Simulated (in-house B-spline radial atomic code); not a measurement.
Au. Computed with a B-spline radial atomic code. Model: non-relativistic spherical atom: semilocal Troullier-Martins pseudo-atom, one channel per l, against all electrons, high spin, G0W0 and RPA with empty states to l = 8, local potential for every l without a channel, a model core (radius 0 = none) keeps its share of the functional.

The core holds an angular momentum without a channel of its own, so the local potential lets valence electrons into it.

Without relativity these are model numbers for so heavy an element.

What the tables leave out is listed at the end.

The pseudopotential gives back the lowest level of each angular momentum of its own functional in the configuration it was made in; a second state of the same l is only approximately right. Exact exchange, RPA and GW see the smooth pseudo-orbitals and miss the exchange with the core, for which the functional's share stands in. The column with an uncorrelated core keeps all orbitals and exact exchange, and so separates missing core correlation from pseudisation. Only the three outermost levels and the lowest empty one were computed. RPA here is direct RPA, with no exchange kernel, and its energies carry an (l + 1/2)⁻⁴ tail. A hybrid on a potential with a model core restores only its own semilocal share of the core's exchange.

Command:
```bash
python run_psgw.py task.json out
```
Settings (lengths in bohr, energies in hartree):
```
Z                      79
electrons              79
configuration          [Xe] 4f14 5d10 6s1
generated_in           [Xe] 4f14 5d10 6s1
functional             pbe,pbe
core_shells            10
radius_factor          1.3
core_correction        True
ion_configuration      [Xe] 4f14 5d10
```

Cost of the run: 120 s on 1 thread of Arm Neoverse N1, on a shared host.

Given: made with PBE; model core radius 0.766 bohr; local radius 1.271 bohr; mean-field start PBE.

Valence shells of the generating configuration: 5s, 5p, 5d, 6s.

Channel: s 1.217, p 1.294, d 1.579 (radii in bohr).

Computed: largest level miss in the spin-unpolarised generating configuration 0.152 eV; valence RPA correlation energy all-electron orbitals -1.1115 hartree; pseudo-atom RPA polarisability 42.222 bohr³; ionisation by mean-field all-electron 7.4579 eV; ionisation by mean-field pseudo minus all 0.207 eV; ionisation by RPA all-electron 7.6277 eV; ionisation by RPA pseudo minus all 0.217 eV.

```csv
level,occupied,mean-field all-electron (eV),mean-field pseudo minus all (eV),G0W0 all-electron (eV),G0W0 uncorrelated core minus all (eV),G0W0 pseudo minus all (eV),exchange self-energy all-electron (eV),exchange self-energy pseudo (eV)
6s up,1,-4.4227,-0.152,-7.4416,0.044,-0.205,-10.456,-9.9422
6s down (empty),0,-3.704,-0.158,-1.5102,0.045,-0.104,-3.0799,-2.419
```

(1) What is the all-electron RPA polarisability, core included?

(2) What is the valence RPA correlation energy pseudo?

Given: mean-field start PBE0.

Computed: valence RPA correlation energy all-electron orbitals -1.0529 hartree; valence RPA correlation energy pseudo -1.1706 hartree; pseudo-atom RPA polarisability 38.015 bohr³; ionisation by mean-field all-electron 7.1573 eV; ionisation by RPA all-electron 7.4836 eV; ionisation by RPA pseudo minus all 0.116 eV.

| level | occupied | mean-field all-electron (eV) | mean-field pseudo minus all (eV) | G0W0 all-electron (eV) | G0W0 uncorrelated core minus all (eV) | G0W0 pseudo minus all (eV) | exchange self-energy all-electron (eV) | exchange self-energy pseudo (eV) |
| --- | --- | --- | --- | --- | --- | --- | --- | --- |
| 6s up | 1 | -4.9703 | -0.096 | -7.4354 | 0.048 | -0.113 | -10.206 | -9.6084 |
| 6s down (empty) | 0 | -2.6451 | -0.083 | -1.2473 | 0.042 | -0.062 | -2.6717 | -2.0635 |

(3) What is the all-electron RPA polarisability, core included?

(4) What is the ionisation by mean-field pseudo minus all?

Answers

(1) 44.535 bohr³.

(2) -1.2414 hartree.

(3) 39.073 bohr³.

(4) 0.117 eV.

Among the listed levels the largest G0W0 shift of the pseudo-atom is -0.20 eV, for 6s up on the PBE start, while leaving the core uncorrelated moves that level by +0.04 eV. So pseudisation and the lost core exchange, not the missing core correlation, make the error. Not in the tables (levels of low weight, unsolved or above zero; the highest and the empty levels are kept at any weight): on PBE the G0W0 levels 5d down (pseudo minus all +0.84 eV, weights 0.15 and 0.02), 5d up (pseudo minus all +0.22 eV, weights 0.00 and 0.02); on PBE0 the G0W0 levels 5d down (pseudo minus all -0.07 eV, weights 0.74 and 0.74), 5d up (pseudo minus all -0.08 eV, weights 0.69 and 0.69); no Hartree-Fock pseudo-atom is run with a model core.
